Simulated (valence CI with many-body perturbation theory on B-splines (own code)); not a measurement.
**Co XXIII: magnetic and hyperfine properties of the levels**

Computed by valence CI with perturbative core correlation (CI+MBPT): three valence electrons over a frozen Dirac-Fock core [He], radial functions for each j: 11 s, 11 p, 10 d, 8 f, 5 g, 2 h, with the one-electron correlation potential Σ1, the two-electron term Σ2, the three-electron term Σ3, Breit, model QED; selected CI, second order for the rest, scaled by the run's own slope (own B-spline code, finite nucleus).

No measured spectrum was set against this ion. As an estimate, levels of excited configurations hold to 0.05 to 0.15 % of their energy, terms of the ground configuration to about 0.5 %.

A/g_I is the dipole constant over the nuclear g factor μ/I (μ in nuclear magnetons, uniformly magnetised nucleus), B/Q the quadrupole constant per barn. Both hold the static response of the core; the bare values leave it out. Large factors of s and p1/2 electrons are usually good to 5 to 10 %; those of open d and f shells near neutrality can be off by tens of per cent, and small factors of p3/2, d and f electrons come from cancelling terms and can be off by a factor of two or in sign, in half-filled shells by more. B is blank for J = 1/2, where it vanishes, and for nearly pure S terms. Energies count from the lowest level.

Names give the largest LS component (configuration and term), which can be under half, so a name can repeat, a term be missing and a line seem to break the LS rules; names also repeat where a configuration has a term twice. Letters in brackets count levels of one name in rising energy.

| Level | E (eV) | g | A/g_I (MHz) | A/g_I bare | B/Q (MHz/b) | B/Q bare |
| --- | --- | --- | --- | --- | --- | --- |
| 2s2 2p 2P°_1/2 | 0.0 | 0.660 | 179000 | 176000 |  |  |
| 2s2 2p 2P°_3/2 | 17.3 | 1.330 | 33300 | 35100 | 60800 | 61100 |
| 2s 2p2 4P_1/2 | 53.4 | 2.625 | 346000 | 343000 |  |  |
| 2s 2p2 4P_3/2 | 61.8 | 1.724 | 142000 | 141000 | 49300 | 49500 |
| 2s 2p2 4P_5/2 | 69.3 | 1.567 | 150000 | 150000 | -50300 | -50500 |
| 2s 2p2 2D_3/2 | 97.8 | 0.829 | -21900 | -19100 | 78700 | 79000 |
| 2s 2p2 2D_5/2 | 101.6 | 1.225 | 157000 | 155000 | 111000 | 112000 |
| 2s 2p2 2P_1/2 | 112.1 | 1.177 | 151000 | 148000 |  |  |
| 2s 2p2 2S_1/2 | 130.4 | 1.522 | 446000 | 433000 |  |  |
| 2s 2p2 2P_3/2 | 132.1 | 1.302 | -41300 | -36000 | -54800 | -55100 |
| 2p3 4S°_3/2 | 165.9 | 1.898 | -1320 | 6920 | 8220 | 8260 |
| 2p3 2D°_3/2 | 184.3 | 0.957 | 28800 | 28700 | 51400 | 51600 |
| 2p3 2D°_5/2 | 188.9 | 1.196 | 59700 | 61400 | -516 | -518 |
| 2p3 2P°_1/2 | 207.4 | 0.660 | 179000 | 175000 |  |  |
| 2p3 2P°_3/2 | 216.5 | 1.268 | 32000 | 34600 | -58400 | -58600 |
| 2s2 3s 2S_1/2 | 1097.3 | 2.000 | 163000 | 159000 |  |  |
| 2s2 3p 2P°_1/2 | 1120.7 | 0.665 | 46300 | 45700 |  |  |
| 2s2 3p 2P°_3/2 | 1125.5 | 1.333 | 19000 | 19300 | 18700 | 18700 |
| 2s 2p 3s 4P°_1/2 | 1143.9 | 2.600 | 347000 | 340000 |  |  |
| 2s2 3d 2D_3/2 | 1146.8 | 0.798 | 6480 | 6440 | 3350 | 3420 |
| 2s 2p 3s 4P°_3/2 | 1148.2 | 1.695 | 247000 | 242000 | -41700 | -41900 |
| 2s2 3d 2D_5/2 | 1148.3 | 1.199 | 2550 | 2550 | 4630 | 4720 |
| 2s 2p 3s 2P°_1/2 [a] | 1157.2 | 0.706 | 140000 | 139000 |  |  |
| 2s 2p 3s 4P°_5/2 | 1160.6 | 1.597 | 167000 | 165000 | 62700 | 63000 |
| 2s 2p 3p 4D_1/2 | 1164.4 | 0.183 | -42500 | -41000 |  |  |
| 2s 2p 3p 4D_3/2 | 1168.2 | 1.228 | 186000 | 183000 | -24800 | -24900 |
| 2s 2p 3s 2P°_3/2 [a] | 1170.1 | 1.355 | 170000 | 169000 | 54800 | 55000 |
| 2s 2p 3p 2P_3/2 [a] | 1173.4 | 1.484 | 70900 | 70200 | 725 | 718 |
| 2s 2p 3p 2P_1/2 [a] | 1175.0 | 0.648 | -143000 | -141000 |  |  |
| 2s 2p 3p 4D_5/2 | 1175.5 | 1.381 | 120000 | 119000 | 641 | 633 |
| 2s 2p 3p 4P_1/2 | 1177.9 | 2.570 | 384000 | 378000 |  |  |
| 2s 2p 3p 2D_3/2 [a] | 1180.4 | 1.331 | 90100 | 89300 | 10600 | 10600 |
| 2s 2p 3p 4D_7/2 | 1186.7 | 1.426 | 101000 | 99800 | 80700 | 81000 |
| 2s 2p 3p 4P_3/2 | 1187.0 | 1.417 | 173000 | 171000 | 45000 | 45200 |
| 2s 2p 3d 4F°_3/2 | 1188.1 | 0.467 | -56500 | -55000 | 11900 | 12000 |
| 2s 2p 3p 4P_5/2 | 1189.3 | 1.467 | 142000 | 140000 | 20800 | 21000 |
| 2s 2p 3p 4S_3/2 | 1189.9 | 1.582 | 143000 | 141000 | 15400 | 15400 |
| 2s 2p 3d 4F°_5/2 | 1190.8 | 1.073 | 55400 | 54600 | -2610 | -2560 |
| 2s 2p 3d 4F°_7/2 | 1195.1 | 1.268 | 83200 | 81900 | -13100 | -13100 |
| 2s 2p 3p 2D_5/2 [a] | 1195.9 | 1.307 | 91500 | 91100 | 50800 | 51000 |

Q: Take the isotope of mass number 59, with I = 7/2, μ = 4.615 μN and Q = 0.42 b. What is the hyperfine structure of 2s2 2p 2P°_1/2?

A: From the table A = 236000 MHz. Shifts from the centre of gravity in MHz: F = 3: -531000, F = 4: 413000.
